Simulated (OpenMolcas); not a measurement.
## Mn III: effect of the level shift or regulariser

```json
{"Program": "OpenMolcas", "Basis": "ANO-L-VTZP [6s5p3d2f1g]", "Scalar Hamiltonian": "non-relativistic, point nucleus", "Active space": "5 electrons in 5 orbitals (3d)", "State averaging": "2S+1 = 6 even, 1 root; 2S+1 = 4 even, 24 roots; 2S+1 = 2 even, 75 roots", "Spin-orbit coupling": "RASSI with atomic mean-field integrals over the reference wave functions, term energies averaged over their components"}
```

Methods on the same reference wave functions:
A. CASSCF
B. MS-CASPT2, IPEA 0.25 Eh, imaginary shift 0.1 Eh (closed shells correlated: 3s 3p)
C. MS-CASPT2, IPEA 0.25 Eh, real shift 0.2 Eh (closed shells correlated: 3s 3p)

Energies in cm-1 above 3d5 6S 5/2, the measured ground level; measured values from Corliss and Sugar, J. Phys. Chem. Ref. Data 6, 1253 (1977).

```csv
Level,A,B,C,Measured
3d5 6S 5/2,0.0,0.0,0.0,0.0
3d5 4G 5/2,32137,28170,28190,
3d5 4G 7/2,32150,28190,28200,26860
3d5 4G 11/2,32154,28200,28210,26824
3d5 4G 9/2,32158,28200,28210,
3d5 4P 5/2,36964,30950,30980,29168
3d5 4P 3/2,37003,30990,31020,
3d5 4P 1/2,37048,31040,31060,
3d5 4D 7/2,39975,33860,33880,32307
3d5 4D 1/2,40019,33900,33920,32369
3d5 4D 3/2,40053,33940,33960,
3d5 4D 5/2,40062,33950,33970,32384
3d5 2I 11/2,45712,41290,41310,39174
3d5 2I 13/2,45745,41330,41350,39176
3d5 2D 5/2(1) [74 %],51465,43710,43730,41238
3d5 2D 3/2(1),51861,44040,44070,41570
3d5 2F 7/2(1),52827,45280,45310,42606
3d5 2F 5/2(1) [72 %],53301,45700,45720,43105
3d5 4F 9/2,53815,46200,46230,43573
3d5 4F 7/2,53843,46220,46250,43602
3d5 4F 5/2,53908,46280,46310,43669
3d5 4F 3/2,53939,46310,46340,43675
3d5 2H 9/2,56070,49430,49450,46516
3d5 2H 11/2,56199,49640,49670,46671
```

Deviations, from unrounded energies. A percentage is the sum of absolute deviations over the sum of measured energies, with the sign that they share, or ± where signs differ.

| Against measurement | Levels | A | B | C |
| --- | --- | --- | --- | --- |
| mean absolute deviation (cm-1) | 18 | 8600 | 2200 | 2200 |
| other terms of the ground configuration (%) | 18 | +22.4 | +5.8 | +5.8 |

B, C lie about equally close to measurement and A furthest from it. The largest miss of B in the table is 3d5 2H 11/2, by +3000 cm-1. The ranking rests on the paired levels alone, and a cruder setting can come out closer through cancelling errors.

Between B and C the level of the table that moves most is 3d5 4F 7/2, by 31 cm-1 (lowest in B, highest in C). Moves below CASPT2's spread within the term are not significant.

The mean deviations of B to C differ by less than CASPT2's widest spread within a term (750 cm-1), so their order carries little weight.

From A to B the spin-free energies of the other terms of 3d5 shown, above 6S, scale by factors of 0.84 to 0.90, as is usual when dynamic correlation screens the repulsion within a d or f shell.

The lowest spin-free term lies below A's lowest term by 0.364 hartree in B, 0.363 hartree in C.

CASPT2 breaks the degeneracy within a term, and the mean is taken; among the terms shown or strongly mixed into the levels shown the widest spread is 750 cm-1 (3d5 4F, B). Without dynamic correlation excited terms often stand tens of per cent too high (terms of higher spin than the ground term too low), and those without a measured partner can miss by more than the paired ones (holds for A). Blocks of more than 70 roots (2S+1 = 2 even) ran without multistate coupling (holds for B; C). Measured partners are found by configuration, term and J. A level has none where our copy of the source lacks it or the pairing is in doubt (some pairs that miss far off the trend of their configuration count as doubtful), and it then counts in no deviation. Only configurations of the active space appear. The table leaves out levels that lie high or whose names do not pair safely across all columns.

A share in square brackets marks a mixed level and gives the weight of the term that names it, the lowest over the columns. A number in round brackets counts repeated terms of one configuration in the order of the reference energies.
